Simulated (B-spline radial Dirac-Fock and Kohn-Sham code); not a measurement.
# Two-hole binding energies of Se²⁻

System: selenium as Se²⁻ in the configuration [Ar] 3d10 4s2 4p6, inside a Watson sphere of charge +2 and radius 1.683 Å (a model of the Madelung potential; inside it an electron's potential energy is lowered by 17.1 eV).

Input of the calculation (task.json; shells as n, l, electrons):

```json
{"items": [{
  "Z": 34,
  "q": -2,
  "cfg": [[1, 0, 2], [2, 0, 2], [2, 1, 6], [3, 0, 2], [3, 1, 6], [3, 2, 10], [4, 0, 2], [4, 1, 6]],
  "A": 80,
  "rrms": 4.14,
  "watson": [2, 1.683],
  "do": ["binding", "quiet", "double"]
}]}
```

Launch: `python xray_run.py task.json out`

Model: Dirac-Fock ΔSCF + Breit + QED. Program: a radial atomic solver. U is the two-hole binding energy less the two single-hole energies, the effective repulsion of the holes after relaxation. Each two-hole energy is an average over J within one jj subconfiguration.

```
          holes  E(a) (eV)  E(b) (eV)  E(ab) (eV)  U (eV)
   1s⁻¹ 2p1/2⁻¹    12660.2     1480.0     14264.8   124.5
   1s⁻¹ 2p3/2⁻¹    12660.2     1439.0     14218.7   119.5
        2p1/2⁻²     1480.0     1480.0      3048.6    88.5
2p1/2⁻¹ 2p3/2⁻¹     1480.0     1439.0      2999.2    80.2
   2s⁻¹ 3p1/2⁻¹     1663.5      174.4      1865.0    27.1
   2s⁻¹ 3p3/2⁻¹     1663.5      168.5      1858.7    26.7
   2p1/2⁻¹ 3s⁻¹     1480.0      237.9      1745.1    27.3
   2p3/2⁻¹ 3s⁻¹     1439.0      237.9      1704.1    27.2
2p3/2⁻¹ 3p1/2⁻¹     1439.0      174.4      1641.4    27.9
2p1/2⁻¹ 3d3/2⁻¹     1480.0      58.81      1564.0    25.2
2p3/2⁻¹ 3d3/2⁻¹     1439.0      58.81      1524.3    26.5
2p3/2⁻¹ 3d5/2⁻¹     1439.0      57.96      1522.6    25.6
3p1/2⁻¹ 3p3/2⁻¹      174.4      168.5           ?       ?
        3p3/2⁻²      168.5      168.5       359.2    22.2
```

Problem. Give the missing two-hole energy and U.

Solution. E(ab) = 364.5 eV and U = 21.7 eV.
